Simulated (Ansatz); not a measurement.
Al(H)(Br)(OMe) (CH4AlBrO), SMILES C[O][AlH][Br].

Geometry optimised at PBE0-D3(BJ)/def2-SVP. The structure was generated by enumeration; whether it is a known compound was not checked. Other conformers were not sampled.

Two levels are set side by side: PBE/def2-SVPD (Ansatz, an electronic-structure program) and CAM-B3LYP/def2-SVPD (Ansatz). Energy differences of separate SCF runs at the same geometry; the states with an electron removed or added have multiplicity 2 and 2. Differences are taken from unrounded values.

```tsv
quantity	CAM-B3LYP
vertical ionisation energy (eV)	10.75
vertical singlet–triplet gap (eV)	6.36
```

What does PBE give, and how far is it from CAM-B3LYP? (The exact figures need the calculation; the answer reports its results.)


```csv
quantity,PBE,PBE minus CAM-B3LYP
vertical ionisation energy (eV),9.98,-0.77
vertical singlet–triplet gap (eV),5.37,-0.99
```
